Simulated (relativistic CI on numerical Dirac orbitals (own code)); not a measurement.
Slater and spin-orbit integrals, Ba31+

Computed by Dirac-Coulomb-Breit CI, KLI orbitals optimised for each configuration, QED by a radiative potential, unscaled Slater integrals (own radial code, finite nucleus).

Slater integrals F^k, G^k are unscaled and averaged over j, outside the closed core [Ne]; ζ comes from projecting the Hamiltonian with its Breit term on Σ l·s of the shell.

- 3s2 3p6 3d7: F^2(3d,3d) = 407090, F^4(3d,3d) = 262070, ζ(3d) = 55572 cm⁻¹; <r>(3d) = 0.2491, <r^2>(3d) = 0.07233 (bohr units).
- 3s2 3p5 3d8: ζ(3p) = 433900, F^2(3d,3d) = 406220, F^4(3d,3d) = 261480, F^2(3p,3d) = 359260, G^1(3p,3d) = 393020, G^3(3p,3d) = 259200, ζ(3d) = 54926 cm⁻¹; <r>(3p) = 0.2761, <r^2>(3p) = 0.08816, <r>(3d) = 0.2496, <r^2>(3d) = 0.07261 (bohr units).
- 3s2 3p4 3d9: F^2(3p,3p) = 358330, ζ(3p) = 433560, F^2(3p,3d) = 358830, G^1(3p,3d) = 392960, G^3(3p,3d) = 259030, ζ(3d) = 54287 cm⁻¹; <r>(3p) = 0.2765, <r^2>(3p) = 0.08837, <r>(3d) = 0.25, <r^2>(3d) = 0.0729 (bohr units).

**Question.** Give the Racah parameters of the d shell in 3s2 3p6 3d7.

**Answer.** B = F²/49 − 5F⁴/441 = 5337 cm⁻¹ and C = 35F⁴/441 = 20799 cm⁻¹.

Averages of the first 10 configurations, taken without configuration mixing, which lowers the lowest level and can move excited configurations by several eV; other configurations of the list can lie among them:

| Configuration | Parity | States | Average energy above the lowest level (eV) |
| --- | --- | --- | --- |
| 3s2 3p6 3d7 | even | 120 | 30.1 |
| 3s2 3p5 3d8 | odd | 270 | 309.9 |
| 3s2 3p4 3d9 | even | 150 | 595.4 |
| 3s 3p6 3d8 | even | 90 | 514.2 |
| 3p6 3d9 | even | 10 | 1005.8 |
| 3s 3p5 3d9 | odd | 120 | 792.7 |
| 3s2 3p6 3d6 4s | even | 420 | 815.4 |
| 3s2 3p6 3d6 4p | odd | 1260 | 889.9 |
| 3s2 3p6 3d6 4d | even | 2100 | 991.3 |
| 3s2 3p4 3d8 4s | even | 1350 | 1368.0 |
